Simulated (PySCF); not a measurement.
Computed shifts of a molecule CH3F3OSi, PBE/pcSseg-1 (PySCF), GIAO, gas phase, equivalent atoms averaged, in ppm (number of nuclei): ²⁹Si: -30.0 (1). ¹³C: 139.9 (1). ¹⁹F: -102.3 (3). ¹H: 5.31 (1), 5.06 (1), 1.36 (1). References: ²⁹Si against TMS (σ = 335.4 ppm); ¹⁷O against H2O (σ = 334.3 ppm); ¹³C against TMS (σ = 182.0 ppm); ¹⁹F against CFCl3 (σ = 133.6 ppm); ¹H against TMS (σ = 31.49 ppm), references at their B3LYP-D3(BJ)/def2-TZVP geometries, non-relativistic. Geometry: PBE0-D3(BJ)/def2-SVP. Other conformers were not sampled.

Q: Pick the molecule that these values belong to.
(A) O[Si](F)(F)CF
(B) O[SiH2]C(F)(F)F
(C) OC[Si](F)(F)F
(D) CO[Si](F)(F)F

A: B, O[SiH2]C(F)(F)F
